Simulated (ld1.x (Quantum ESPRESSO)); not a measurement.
**Varying the TM semilocal potential for Pt (Z = 78)**

Base potential:

ld1.x (Quantum ESPRESSO) 7.5 input, shortened:

```
&input
   title='Pt', zed=78., rel=1, dft='PBE', iswitch=3,
   config='[Xe] 4f14 5d9 6s0.75 6p0.25'
 /
 &inputp
   pseudotype=1, tm=.true., lloc=1,
   nlcc=.false.
 /
3
6S  1  0   0.75   0.00  2.15  2.15  0.0
5D  3  2   9.00   0.00  1.50  1.50  0.0
6P  2  1   0.25   0.00  2.95  2.95  0.0
 &test
   configts(1)='5d9 6s0.75 6p0.25'
 /
```

All-electron outer shells of the reference configuration (PBE, scalar-relativistic, ld1.x):

| shell | level (eV) | outermost node (bohr) | outermost maximum (bohr) |
| --- | --- | --- | --- |
| 4f | -70.64 | – | 0.38 |
| 5p | -56.59 | 0.53 | 0.98 |
| 5d | -6.69 | 0.57 | 1.26 |
| 6s | -6.08 | 1.14 | 2.38 |
| 6p | -1.16 | 1.36 | 3.64 |

Cutoffs, loose and tight: the cutoffs (Ry, on a coarse ladder) from which the occupation-weighted sum of valence levels, in a spherical-Bessel basis at the reference potential, stays within 10 and 1 mRy of its value at 400 Ry. They do not see the model core or the augmentation charge, which bear on the density cutoff. Test errors are all-electron minus pseudo excitation energies from the reference, over the configurations 5d9 6s1 6p0; 5d9 6s0 6p0; 5d8 6s0 6p0; 5d10 6s0 6p0; 5d9 6s0.5 6p0; 5d9 6s0 6p1; 5d8 6s2 6p0. A dash means not determined; rows that change the core or the reference have their own tests.

A semilocal file is local in each channel, so a ghost entry of none says nothing of the separable form that plane-wave codes build from it.

```tsv
change	outcome	cutoff, loose	cutoff, tight	bound ghosts	largest test error (meV)
base	generated	40 Ry	70 Ry	none	-30
wave 5d (bound): rc 1.50 bohr becomes 5d (bound): rc 1.52 bohr	generated	40 Ry	70 Ry	none	-30
wave 5d (bound): rc 1.50 bohr becomes 5d (bound): rc 1.80 bohr	generated	40 Ry	50 Ry	none	-30
wave 5d (bound): rc 1.50 bohr becomes 5d (bound): rc 2.02 bohr	generated	40 Ry	50 Ry	none	-30
```

Task: What comes out with this change to the base: wave 5d (bound): rc 1.50 bohr becomes 5d (bound): rc 1.24 bohr?

Result: outcome: generated; cutoff, loose: 40 Ry; cutoff, tight: 80 Ry; bound ghosts: none; largest test error (meV): -30.

Task: What comes out with this change to the base: wave 5d (bound): rc 1.50 bohr becomes 5d (bound): rc 0.98 bohr?

Result: outcome: generated; cutoff, loose: 180 Ry; cutoff, tight: over 300 Ry; bound ghosts: none; largest test error (meV): +32.

Task: What comes out with this change to the base: wave 5d (bound): rc 1.50 bohr becomes 5d (bound): rc 2.22 bohr?

Result: outcome: generated; cutoff, loose: 40 Ry; cutoff, tight: 45 Ry; bound ghosts: none; largest test error (meV): -28.

Reading the sweep of the d radius (base included, trends over the rows without a ghost): The loose cutoff falls from 180 Ry at 0.98 to 40 Ry at 2.22 bohr. A larger radius leaves more room for a smooth pseudo-wave, so fewer plane waves are needed; a smaller one forces it to follow the all-electron wave where it bends sharply. The median size of the test errors (rows with all tests solved) stays near 0.9 meV.
